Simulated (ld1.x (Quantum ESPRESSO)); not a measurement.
Te: excitation energies, all-electron against TM

| Item | Value |
| --- | --- |
| Element | tellurium (Te) |
| Generator | ld1.x (Quantum ESPRESSO) 7.5 |
| Type | norm-conserving Troullier–Martins (Kleinman–Bylander form) |
| Functional | revPBE |
| Relativity | fully relativistic |
| Frozen core | [Kr] 4d10 |
| Valence charge | 6 |
| Reference configuration | 5s2 5p3.5 (charge +0.5) |
| Partial waves | 5p (bound): rc 2.20 bohr; 5s (bound): rc 1.40 bohr |
| Local potential | the s channel |
| Core correction | Bessel-smoothed model core inside 1.30 bohr |

Open shells are filled in proportion to 2j + 1 (rel_dist='average').

Energies are relative to the spin-unpolarised reference configuration 5s2 5p3.5; without spin polarisation the order of configurations can differ from experiment. The frozen-core shift is the all-electron ΔE with the core orbitals held at their reference shape minus the fully relaxed ΔE.

```
valence configuration  charge  ΔE all-electron (eV)  error AE − PS (meV)  frozen-core shift (meV)
              5s2 5p4       0                -3.885                 -0.2                     +0.6
              5s2 5p3      +1                 5.818                 -0.6                     +1.5
              5s2 5p2      +2                23.707                  -12                      +25
              5s1 5p5       0                 5.312                  -18                     +5.6
            5s2 5p4.3    -0.3                -5.347                 -0.5                     +1.4
              5s2 5p1      +3                50.545                  -52                     +110
              5s0 5p6       0                14.691                  -82                      +29
```

Levels in the configuration 5s2 5p4:

```json
{"level": "5s j=1/2", "all-electron (eV)": "-15.030", "pseudo (eV)": "-15.029"}
{"level": "5p j=1/2", "all-electron (eV)": "-6.454", "pseudo (eV)": "-6.452"}
{"level": "5p j=3/2", "all-electron (eV)": "-5.665", "pseudo (eV)": "-5.665"}
```

Note: ghost state, extra bound levels that the all-electron valence spectrum of the same l lacks: d at -1.82 eV. A true bound ghost makes a file unfit for plane-wave use.
